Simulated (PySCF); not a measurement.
## Dy(III) with more and more NH3

Computed with PySCF 2.14.0, PBE, def2-SVP on the ligands, density fitting, scalar-relativistic core potentials, no spin-orbit coupling, vacuum. The metal has lcecp-1-SVP with ECP55. Each complex is relaxed within the symmetry of its template. Distances are means of the shortest metal–ligand contacts, charges and spins Mulliken's; removal energies are rigid, with the ligand's formal charge and no counterpoise, so too large; for an anion taken off a cation in vacuum most of it is the attraction of opposite charges, and multiply charged cations can part far more cheaply with an electron moved from ligand to metal. lcecp potentials hold a fixed number of 4f electrons in the core, out of states, spins and gaps.

**Question.** Order these by the metal–ligand distance, lowest first.
A. [Dy(NH3)3]3+
B. [Dy(NH3)2]3+
C. [Dy(NH3)]3+

**Answer.** C (2.319), B (2.363), A (2.402).

**Question.** What else do they give?

**Answer.** 
```json
{"complex": "[Dy(NH3)]3+", "point group": "C3v", "M–NH3 (Å)": "2.319", "charge on M (e)": "2.41", "removal of one NH3 (eV)": "6.04", "strongest infrared band, degenerate modes summed (cm⁻¹)": "3156", "unstable modes (below −25 cm⁻¹)": "0"}
{"complex": "[Dy(NH3)2]3+", "point group": "C1", "M–NH3 (Å)": "2.363", "charge on M (e)": "2.00", "removal of one NH3 (eV)": "4.93", "strongest infrared band, degenerate modes summed (cm⁻¹)": "–", "unstable modes (below −25 cm⁻¹)": "1 (soft)"}
{"complex": "[Dy(NH3)3]3+", "point group": "C3", "M–NH3 (Å)": "2.402", "charge on M (e)": "1.68", "removal of one NH3 (eV)": "4.16", "strongest infrared band, degenerate modes summed (cm⁻¹)": "–", "unstable modes (below −25 cm⁻¹)": "3 (soft)"}
```

The more ligands, the longer each bond and the weaker the last ligand is held.

Members with unstable modes aren't minima as they stand: saddle points kept by symmetry or, where the modes are soft, flat surfaces and noise. Moved off a saddle point of the template and relaxed again: [Dy(NH3)2]3+, [Dy(NH3)3]3+. One start shape was tried for each, so a minimum needn't be the lowest isomer.
